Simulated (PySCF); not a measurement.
CH$_{5}$BGeN, AlBGeH$_{4}$N, B$_{2}$GeH$_{6}$N (calculated)

Computed with PySCF 2.14.0. Calculation on a computer-drawn molecule: the log of a Hartree-Fock and frozen-core CCSD(T) single point meant for a local Hartree-Fock minimum, with one planted fault or none, to be diagnosed. Offsets are logged minus clean, where the clean run is the same molecule without the fault. The reference is restricted for singlets and unrestricted otherwise, and also for a bond in bohr or an excited solution. Adding or removing an electron swaps singlet and doublet. The excited solution moves the top pair (singlet) or top alpha electron (doublet) to the lowest empty orbital. Highest occupied and lowest empty are orbital energies over both spins, largest force is the largest gradient component, triples share is (T) over the correlation energy, the T1 limit is 0.02 restricted and 0.045 unrestricted, electrons count all cores, a negative frequency is imaginary (commonest isotopes), and the dipole is about the centre of nuclear charge; on germanium a core potential holds 10 electrons, which the energies leave out, and 3d is frozen in MP2 and coupled-cluster steps.

Common to all runs: meant charge 0; meant multiplicity 2; meant basis and core potential on germanium cc-pVDZ-PP ECP10MDF; logged SCF converged yes; logged CC converged yes; logged SCF stable within its kind yes; possible faults no fault, one electron removed, one electron added, multiplicity raised by two, geometry at a saddle point, SCF held on an excited solution, minimal basis STO-3G, one bond length entered in bohr, all coordinates scaled.

(1) CH$_{5}$BGeN

Logged structure:
```xyz
9
CH5BGeN
B      1.1617     0.5284    -0.3950
C     -0.0854     0.3440    -0.9552
Ge    -1.2172    -0.8053     0.1251
N     -0.2927    -1.0030     1.7267
H      2.2150     0.6600     0.1089
H     -0.4722     0.7615    -1.8746
H     -1.3797    -2.2317    -0.4530
H     -0.5021    -1.8489     2.2294
H     -0.4062    -0.2326     2.3644
```

- meant basis: cc-pVDZ
- logged electrons: 56
- logged basis functions: 90
- logged spin squared: 0
- logged highest occupied: -0.14031 eV
- logged lowest empty: 7.4723 eV
- logged largest force: 0.085993 hartree/bohr
- logged T1 diagnostic: 0.027929
- logged D1 diagnostic: 0.11972
- logged triples share: 0.035505
- logged dipole magnitude: 1.8322 debye
- logged energy HF: -413.18868 hartree
- logged energy CCSD(T): -413.74362 hartree
- planted fault: one electron added
- HF energy offset from clean run: 18.44 kcal/mol
- CCSD(T) energy offset from clean run: -2.267 kcal/mol

Drawn bonds:
| atom | other atom | order |
| --- | --- | --- |
| 1 | 2 | 1 |
| 2 | 3 | 2 |
| 3 | 4 | 1 |
| 1 | 5 | 1 |
| 2 | 6 | 1 |
| 3 | 7 | 1 |
| 4 | 8 | 1 |
| 4 | 9 | 1 |

Notes: T1 above single-reference limit.

(2) AlBGeH$_{4}$N

Logged structure:
```xyz
8
AlBGeH4N
B     -2.4072    -1.4892     1.0881
Ge    -1.5116     0.3678     1.0488
Al     0.7667     0.0516     0.1081
N      2.2241    -0.2140    -0.4872
H     -2.3730    -2.3696     1.8940
H     -2.2500     1.3487     0.1359
H     -1.3514     1.0139     2.4313
H      3.1328    -0.3472    -0.8588
```

* meant basis: cc-pV(D+d)Z
* logged electrons: 61
* logged basis functions: 94
* logged spin squared: 3.8258
* logged highest occupied: -5.498 eV
* logged lowest empty: -0.19783 eV
* logged largest force: 0.098739 hartree/bohr
* logged T1 diagnostic: 0.030438
* logged D1 diagnostic: 0.14218
* logged triples share: 0.030509
* logged dipole magnitude: 5.3555 debye
* logged energy HF: -616.57788 hartree
* logged energy CCSD(T): -616.98214 hartree
* planted fault: multiplicity raised by two
* HF energy offset from clean run: 37.43 kcal/mol
* CCSD(T) energy offset from clean run: 62.91 kcal/mol

Drawn bonds:
| atom | other atom | order |
| --- | --- | --- |
| 1 | 2 | 1 |
| 2 | 3 | 1 |
| 3 | 4 | 2 |
| 1 | 5 | 1 |
| 2 | 6 | 1 |
| 2 | 7 | 1 |
| 4 | 8 | 1 |

(3) B$_{2}$GeH$_{6}$N

Logged structure:
```xyz
10
B2GeH6N
B     -1.0130    -3.2865     0.7457
Ge    -0.6166    -1.3724     1.4331
B     -0.0695    -0.1285    -0.1650
N      1.1999     0.4226    -0.2345
H     -1.9907    -3.7997     0.2829
H     -1.8541    -0.7972     2.1528
H      0.5117    -1.4296     2.4836
H     -0.8502     0.1223    -1.0440
H      1.9093     0.2696     0.4521
H      1.4892     1.0220    -0.9808
```

- meant basis: cc-pVDZ
- logged electrons: 55
- logged basis functions: 95
- logged spin squared: 0.7568
- logged highest occupied: -8.5458 eV
- logged lowest empty: 1.3738 eV
- logged largest force: 6.269e-06 hartree/bohr
- logged lowest frequency: 53.804 cm⁻¹
- logged T1 diagnostic: 0.016256
- logged D1 diagnostic: 0.051926
- logged triples share: 0.028049
- logged dipole magnitude: 2.4085 debye
- logged energy HF: -400.64338 hartree
- logged energy CCSD(T): -401.12401 hartree
- planted fault: no fault
- HF energy offset from clean run: 0 kcal/mol
- CCSD(T) energy offset from clean run: 0 kcal/mol

Drawn bonds:
| atom | other atom | order |
| --- | --- | --- |
| 1 | 2 | 1 |
| 2 | 3 | 1 |
| 3 | 4 | 1 |
| 1 | 5 | 1 |
| 2 | 6 | 1 |
| 2 | 7 | 1 |
| 3 | 8 | 1 |
| 4 | 9 | 1 |
| 4 | 10 | 1 |

(4) B$_{2}$GeH$_{6}$N

Structure as in entry 3.

- meant basis: cc-pVDZ
- logged electrons: 55
- logged basis functions: 95
- logged spin squared: 3.7743
- logged highest occupied: -7.4911 eV
- logged lowest empty: -1.4575 eV
- logged largest force: 0.047135 hartree/bohr
- logged T1 diagnostic: 0.025115
- logged D1 diagnostic: 0.12731
- logged triples share: 0.029331
- logged dipole magnitude: 5.1097 debye
- logged energy HF: -400.52691 hartree
- logged energy CCSD(T): -400.99659 hartree
- planted fault: withheld

Drawn bonds:
| atom | other atom | order |
| --- | --- | --- |
| 1 | 2 | 1 |
| 2 | 3 | 1 |
| 3 | 4 | 1 |
| 1 | 5 | 1 |
| 2 | 6 | 1 |
| 2 | 7 | 1 |
| 3 | 8 | 1 |
| 4 | 9 | 1 |
| 4 | 10 | 1 |

Question: Give the missing planted fault for B$_{2}$GeH$_{6}$N (entry 4).
Answer: multiplicity raised by two

Further results for B$_{2}$GeH$_{6}$N (entry 4):

* HF energy offset from clean run: 73.09 kcal/mol
* CCSD(T) energy offset from clean run: 79.96 kcal/mol
